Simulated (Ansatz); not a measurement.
Ansatz results at the PBE0-D4/def2-TZVP geometry: size of the dipole moment (PBE/def2-TZVPP) 2.34 D; size of the dipole moment (ωB97M-V/def2-TZVPP) 2.57 D; size of the dipole moment (B3LYP/def2-TZVPP) 2.54 D.

Each molecule was computed in one conformer, which needn't be the lowest.

Q: Which molecule gave them?
A. `C[O][Sn]([OH])[F]`•
B. `[CH2]O`•
C. `O[Si](F)O[SiH3]`•
D. `N[B]N`•

A: A. The others give `[CH2]O`•: 1.46, 1.50, 1.49; `N[B]N`•: 1.69, 1.71, 1.63; `O[Si](F)O[SiH3]`•: 0.91, 1.03, 1.00.

B3LYP here is the variant with VWN-RPA as its local correlation; programs differ in this.
